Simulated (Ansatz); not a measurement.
Calculated with Ansatz (gas phase, PBE0-D4/def2-TZVP geometries, no zero-point term in ΔE). CCSD(T)/CBS is the MP2 limit (def2-TZVPP, def2-QZVPP) plus CCSD(T) − MP2 in def2-TZVPP, frozen cores. Functionals use def2-TZVPP. Each species was taken in one conformer, which may not be the lowest.

`F[SiH]([SiH3])Cl` + `OCOC[SiH3]` → `F[SiH](Cl)C[SiH3]` + `OCO[SiH3]`  (redistribution)

`F[SiH]([SiH3])Cl`:

Z-matrix (Å, degrees):
```
Si
Si 1 2.339
Cl 1 2.049 2 109.0
F 1 1.597 2 109.8 3 118.0
H 1 1.481 2 115.4 3 -120.7
H 2 1.486 1 108.3 3 61.6
H 2 1.485 1 109.2 3 -58.0
H 2 1.487 1 110.0 3 -178.7
```

`OCOC[SiH3]`:

Z-matrix (Å, degrees):
```
C
O 1 1.394
O 1 1.397 2 113.1
H 1 1.096 2 111.6 3 118.5
H 1 1.095 2 105.2 3 -122.4
C 2 1.426 1 113.6 3 -68.2
H 3 0.962 1 108.0 2 -63.2
Si 6 1.896 2 112.2 1 -87.1
H 6 1.096 2 110.6 1 38.3
H 6 1.094 2 106.7 1 153.9
H 8 1.486 6 109.8 2 -61.6
H 8 1.488 6 109.2 2 178.6
H 8 1.487 6 111.1 2 58.6
```

`F[SiH](Cl)C[SiH3]`:

Cartesian coordinates in Å:
```
F 0.851 0.575 2.073
Si 1.158 0.859 0.535
Cl 3.189 0.798 0.301
C 0.337 -0.423 -0.501
Si -1.519 -0.589 -0.244
H 0.710 2.233 0.233
H 0.812 -1.391 -0.312
H 0.526 -0.172 -1.551
H -1.804 -1.128 1.110
H -2.169 0.742 -0.379
H -2.092 -1.505 -1.265
```

`OCO[SiH3]`:

Cartesian coordinates in Å:
```
O -1.874 0.984 0.920
C -1.058 0.018 0.364
O 0.218 0.549 0.113
Si 1.497 -0.332 -0.430
H -1.959 1.707 0.291
H -1.474 -0.371 -0.579
H -1.002 -0.792 1.099
H 2.635 0.608 -0.539
H 1.819 -1.434 0.519
H 1.199 -0.937 -1.758
```

```tsv
level	ΔE (kJ/mol)
PBE	-173.4
CCSD(T)/def2-TZVPP	-203.0
SCS-MP2/def2-QZVPP	-216.5
MP2/CBS(def2)	-220.9
```

Problem. What does CCSD(T)/CBS give? (Estimate.)

Solution. Computed: -204.8 kJ/mol. The listed levels differ from it by 31.4, 1.8, -11.7, -16.1 kJ/mol.

Largest T1 diagnostic among the species: 0.012.

From PBE to PBE0 (25 % exact exchange), in def2-TZVPP and without D4, ΔE moves by −13.4 kJ/mol.
